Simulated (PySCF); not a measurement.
Correlation energy of C (carbon, neutral)

[He] 2s2 2p2, high-spin 3P determinant. Calculation: PySCF 2.14, in aug-cc-pVDZ-DK (4s3p2d, 23 functions); scalar relativity by spin-free X2C-1e. Frozen: 1s2; 4 electrons correlated.

MP2 pair energies summed by pair of shells (mhartree):

```csv
pair,energy,share (%)
2s-2p,-31.75,59.1
2s-2s,-16.12,30.0
2p-2p,-5.85,10.9
```

Total MP2 correlation energy: -53.71 mhartree.

Same-spin part -9.81 and opposite-spin part -43.90 mhartree; SCS-MP2 scales them by 1/3 and 6/5 to -55.95 mhartree.

```
  level  correlation energy (mhartree)
   CCSD                         -75.84
    (T)                          -1.26
CCSD(T)                         -77.10
```

Diagnostics: T1 = 0.0096, D1 = 0.0172, largest double amplitude 0.078.

Is a single reference adequate?

Mostly. T1 lies below 0.03, but a double amplitude of this size points to a near-degeneracy that CCSD handles and MP2 describes poorly.
